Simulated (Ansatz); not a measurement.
`C[NH][GaH][SH]`, charge 0, multiplicity 1.

(1) Give a relaxed structure at PBE0-D4/def2-TZVP (Ansatz 0.2.0). (An estimate is asked.)

Answers

(1) Ansatz gave: 
```xyz
10

C    -0.261    1.197    1.098
N     0.338    0.249    0.187
Ga   -0.533   -0.980   -0.818
S     0.669   -2.292   -2.122
H    -0.060    2.236    0.811
H     0.088    1.061    2.129
H    -1.346    1.070    1.107
H     1.341    0.319    0.139
H    -2.080   -1.110   -0.766
H     1.845   -1.750   -1.766
```
Point group Cs.
This is one stationary point; other conformers may exist.
